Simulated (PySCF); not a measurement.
## Core binding energy against partial charge

Species: C7H12BN.
SMILES with atom numbers: `[CH3:1][C:2]#[C:3][B@@H-:4]([CH2:5][CH3:6])[N+:7]#[C:8][CH3:9]`

Cartesian coordinates in Å at the PBE0-D3(BJ)/def2-SVP level; atoms count from 1:
```xyz
21
C7H12BN angstrom
C      2.997    2.757   -0.642
C      2.023    1.677   -0.620
C      1.213    0.765   -0.618
B      0.199   -0.434   -0.610
C      0.673   -1.735    0.241
C     -0.313   -2.895    0.250
N     -1.117    0.101    0.067
C     -2.077    0.460    0.587
C     -3.287    0.920    1.232
H      3.517    2.809   -1.612
H      2.517    3.735   -0.474
H      3.766    2.628    0.138
H     -0.184   -0.738   -1.739
H      1.624   -2.056   -0.219
H      0.932   -1.442    1.274
H     -1.273   -2.616    0.719
H      0.065   -3.771    0.803
H     -0.547   -3.227   -0.775
H     -3.401    2.002    1.077
H     -4.158    0.402    0.806
H     -3.238    0.714    2.311
```

Binding energies: delta-SCF UKS SCAN, pcX-2 on the ionised atom, pcseg-1 elsewhere, spin-free X2C (PySCF). Charges: PBE0/pcSseg-1 ground-state density, for the ionised atom.

| atom | environment | C 1s (eV) | Mulliken (e) | IAO (e) | Hirshfeld (e) | ESP (e) |
| --- | --- | --- | --- | --- | --- | --- |
| C3 | alkyne carbon | 288.35 | -0.160 | -0.155 | -0.155 | -0.676 |
| C2 | alkyne carbon | 288.80 | -0.354 | -0.085 | -0.084 | +0.257 |
| C5 | sp3 carbon bound to boron | 288.81 | -0.448 | -0.359 | -0.143 | -0.134 |
| C6 | methyl carbon | 289.78 | -0.288 | -0.396 | -0.125 | -0.228 |
| C1 | propargylic carbon | 290.81 | -0.194 | -0.422 | -0.103 | -0.523 |
| C8 | triply bonded carbon | 292.81 | +0.194 | +0.230 | +0.183 | +0.531 |
| C9 | methyl carbon | 293.26 | -0.201 | -0.449 | -0.059 | -0.573 |

Task: Give the correlation coefficient and slope of binding energy on charge for each scheme.

Result: Hirshfeld: r = 0.70, slope 12.0 eV per e; Mulliken: r = 0.64, slope 6.3 eV per e; ESP: r = 0.13, slope 0.6 eV per e; IAO: r = 0.11, slope 0.9 eV per e. Hirshfeld charges have the highest r, on only 7 points.

Task: The point-charge model writes a binding energy as kq + V + constant, with V the potential of the other atoms' charges at the site. What does it give with the IAO charges?

Result: V = Σ 14.40 eV Å × q/r over all other atoms: -1.49 eV at C3, -2.68 eV at C2, +1.48 eV at C5, +3.16 eV at C6, +4.75 eV at C1, -2.04 eV at C8, +8.93 eV at C9. Fitting binding energy − V to q gives k = 14.4 eV per e and leaves an rms residual of 0.60 eV, against 1.83 eV for the fit on q alone. The model has no term for differences in relaxation between sites.

The unrestricted hole states depart most from a pure doublet (⟨S²⟩ = 0.75; over 0.85 named) for C 1s of C8 (0.95), which makes this value less certain. The structure is a single PBE0-D3(BJ)/def2-SVP conformer in the gas phase; no vibrational or solvent corrections.
